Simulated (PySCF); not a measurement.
**Exercise with solution: oscillator strength and radiative lifetime**

Mg(H)(iPr) (C3H8Mg), SMILES C[CH]([MgH])C.

The structure is a stationary point at r2SCAN-D4/def2-SVP. The structure was generated by enumeration; whether it is a known compound was not checked.

TDDFT-ωB97X/def2-SVPD run with PySCF puts the first singlet state with f over 0.02 at 5.31 eV (vertical), with the transition dipole (-1.227, -0.156, 0.000) in atomic units.

### Question
Find the oscillator strength, the wavelength and the radiative lifetime that this transition would have in vacuum if emission retraced absorption.

### Answer

|μ|² = 1.5299 au, so |μ| = 3.14 D. ΔE = 5.31/27.211 = 0.1951 hartree. f = (2/3) ΔE |μ|² = 0.199 (the program prints 0.199).
λ = 1239.84/5.31 = 233 nm; ν = 42828 cm⁻¹.
Einstein's coefficient A = 0.6670 ν² f s⁻¹ (ν in cm⁻¹) = 2.4e8 s⁻¹, so τ = 1/A = 4.1 ns. This state is S3; the lower singlets have f = 0.000, 0.001. The figure is the radiative limit of this one transition; relaxation, internal conversion, crossing to triplets and a medium change what is measured.
